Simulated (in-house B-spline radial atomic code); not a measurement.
How numerical settings move a run on neutral vanadium, [Ar] 3d3 4s2. Computed with an all-electron radial atomic-structure program (B-spline basis): scalar-relativistic (X2C) BP86, spherical fractional occupations, Fermi nucleus of rms radius 3.6002 fm.

Command:
```bash
python run_scf.py task.json out
```
Settings of the sound reference run:
```
Z                23
electrons        23
configuration    [Ar] 3d3 4s2
hamiltonian      x2c
method           b88,p86
spin_polarised   False
nucleus          fermi
rms_radius       3.6002
mass_number      51
atomic_mass      50.94396
speed_of_light   137.036
knot_spacing     0.22
spline_order     8
gauss_points     12
box_radius       50
max_iterations   70
damping          0.5
damped_steps     3
diis_vectors     10
tolerance        1e-08
start            Thomas-Fermi
```

Time taken, with all properties: 0.2 s on 1 thread of Arm Neoverse V2 (shared host).

It converges in 10 iterations to -949.250114 hartree, with 4s at -4.84921 eV. The other runs change the listed settings, some to values that make no sense; their results aren't properties of the atom or ion. Radii are in bohr (the nuclear one in fm), a minus after a letter asks for a j subshell, and «unchanged» means within 1e-8 hartree. The run stops when the residual is below 10 × tolerance × max(1, Z/10), or a noise floor if that is larger, and the energy moves by less than 1e-8 × √|E| hartree; so very loose and very tight tolerances often act alike.

```tsv
changed settings	outcome
first_knot = 4.35e-06	converged in 10 iterations, energy +4.77e-06 hartree from the reference, 4s level +5.7e-07 eV
gauss_points = 4	converged in 10 iterations, energy -5.18e-06 hartree from the reference, 4s level -3.6e-07 eV
hamiltonian = dirac, method = hf, spin_polarised = True	stopped with error: spin polarisation is not served with the Dirac Hamiltonian
gauss_points = 3	converged in 48 iterations, energy -5.30e+04 hartree from the reference, 4s level -1.9e+01 eV
tolerance = 1e-06	converged in 9 iterations, energy unchanged, 4s level -9.7e-05 eV
gauss_points = 16	converged in 10 iterations, energy +3.14e-06 hartree from the reference
first_knot = 0.013	converged in 10 iterations, energy +4.45e-03 hartree from the reference, 4s level +2.4e-05 eV
spline_order = 6, first_knot = 4.35e-05, max_iterations = 50	converged in 10 iterations, energy +1.97e-06 hartree from the reference, 4s level +9.9e-07 eV
first_knot = 0.0435	converged in 10 iterations, energy +6.92e-02 hartree from the reference, 4s level +3.8e-04 eV
max_iterations = 60, damping = 0.2, damped_steps = 1, start = bare nucleus	converged in 12 iterations, energy unchanged, 4s level +9.8e-06 eV
first_knot = 0.000435	converged in 10 iterations, energy +4.40e-05 hartree from the reference, 4s level +1.3e-06 eV
gauss_points = 6	converged in 10 iterations, energy +2.97e-07 hartree from the reference, 4s level +3.1e-07 eV
first_knot = 4.35e-05	converged in 10 iterations, energy +7.59e-07 hartree from the reference, 4s level -7.6e-07 eV
knot_spacing = 0.3, max_iterations = 3, damped_steps = 8	not converged after 3 iterations, last residual 8.4e-02, last energy +1.83e-01 hartree from the reference
```

Q: What happens with gauss_points = 5?

A: Converged in 10 iterations, energy +5.72e-06 hartree from the reference, 4s level -5.7e-07 eV.

Q: What happens with max_iterations = 100, damping = 0, tolerance = 1e-06?

A: Converged in 12 iterations, energy unchanged, 4s level +8.9e-06 eV.

Q: What happens with first_knot = 0.00435?

A: Converged in 10 iterations, energy -1.45e-03 hartree from the reference, 4s level -8.4e-06 eV.

Q: What happens with gauss_points = 8?

A: Converged in 10 iterations, energy +3.34e-06 hartree from the reference, 4s level -4.6e-07 eV.
